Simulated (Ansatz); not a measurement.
The molecule GaO+, multiplicity 3 (lowest of 2S+1 = 1, 3, 5 at CCSD(T)/def2-TZVPP on PBE0 minima; our sources give no spin for the ground state, which may be another). No spin–orbit coupling. Ga is treated without relativity.

The constants come from a fifth-degree fit in 1/R (seven points, main isotopes). Runs in def2 and cc sets follow the lowest solution found near the PBE0 minimum.

Codes used: Ansatz (a program for electronic structure). 

Energies at SVWN5/def2-TZVPP:

```tsv
R (Å)	E (hartree)
1.740394	-1996.12508108
1.787179	-1996.12746218
1.830221	-1996.12824654
1.878877	-1996.12791732
1.927533	-1996.12665220
1.983675	-1996.12440971
2.049174	-1996.12116759
```

With a reduced mass of 12.9822 u, find the minimum, the force constant and the constants.

A fifth-degree polynomial in 1/R puts the minimum at r_e = 1.8401 Å with force constant 224 N/m. Then ω_e = (1/2πc)√(k/μ) = 541 cm⁻¹ and B_e = h/(8π²cμr_e²) = 0.3835 cm⁻¹; the cubic and quartic terms give α_e = 0.0050 and ω_e x_e = 7.0 cm⁻¹.
